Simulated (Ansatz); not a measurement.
Reaction: Si2H4F2 (SMILES [SiH2](F)[SiH2]F) → Si2H4F (SMILES [SiH2]([SiH2])F, doublet) + F (doublet) (the F-Si bond breaks)
Each species at its own B3LYP-D3(BJ)/def2-TZVP minimum (Ansatz, a program for electronic structure), one conformer.

Total energies in hartree (Ansatz). UHF or UKS for unpaired electrons; spin-orbit terms are left out. Cores are frozen in correlated methods. No relativity.

```tsv
species	HF/cc-pV(T+d)Z	CCSD(T)/cc-pV(T+d)Z	HF/cc-pV(Q+d)Z	CCSD(T)/cc-pV(Q+d)Z	CCSD(T)/cc-pV(D+d)Z	CCSDT(Q)/cc-pV(D+d)Z
1: Si2H4F2 (fluoro(fluorosilyl)silane, SMILES F[SiH2][SiH2]F)	-779.30188	-780.10419	-779.32944	-780.19673	-779.81001	-779.81226
2: Si2H4F (SMILES F[SiH2][SiH2], doublet)	-679.72288	-680.25628	-679.73986	-680.31258	-680.07607	-680.07796
3: F (doublet)	-99.40552	-99.62036	-99.41377	-99.65026	-99.52757	-99.52776
```

**Question.** Work out the bond dissociation energy (electronic) in kcal/mol: take Hartree-Fock from cc-pV(Q+d)Z, extrapolate the CCSD(T) correlation energy as X^-3 (X = 3, 4), and add CCSDT(Q) - CCSD(T) in cc-pV(D+d)Z. 1 hartree = 627.51 kcal/mol.

**Answer.** 
Species 1: correlation (64·(-0.86729) - 27·(-0.80231))/37 = -0.91471; step -0.00225; E1 = -779.32944 + (-0.91471) + (-0.00225) = -780.24640
Species 2: correlation (64·(-0.57272) - 27·(-0.53340))/37 = -0.60141; step -0.00189; E2 = -679.73986 + (-0.60141) + (-0.00189) = -680.34316
Species 3: correlation (64·(-0.23649) - 27·(-0.21484))/37 = -0.25229; step -0.00019; E3 = -99.41377 + (-0.25229) + (-0.00019) = -99.66625
-1·E1 +1·E2 +1·E3 = 0.23699 hartree = 148.7 kcal/mol.
